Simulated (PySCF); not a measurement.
## Relaxation of singlet IPbN

Method: PySCF, PBE0, basis Pb def2-TZVP with ECP60, N def2-TZVP, I def2-TZVP with ECP28 (scalar-relativistic core potentials, no spin–orbit coupling, density fitting). A (50,194) grid was used.

A hand-made bent start, of Cs symmetry, held to at least that symmetry:

Coordinates in bohr (charge 0 multiplicity 1):
```
Pb   -1.4386    0.0000   -1.1769
N    -4.4570    0.0000    0.9367
I     2.8494    0.0000    1.8255
```

Q: What does it relax to?

A: It ends at C∞v with Pb–I 2.720 Å, Pb–N 1.882 Å; I–Pb–N 180.0°. The frequency run here used a shortcut that can spoil soft modes, so no verdict on minimum or saddle point is given. Other isomers or separated fragments may lie lower.

Q: How much energy is released, and in how many steps?

A: 49.6 kJ/mol in 10 steps.

Spin–orbit coupling, left out here, can matter for elements this heavy.

The relaxation took roughly 100 core-seconds on a shared host.
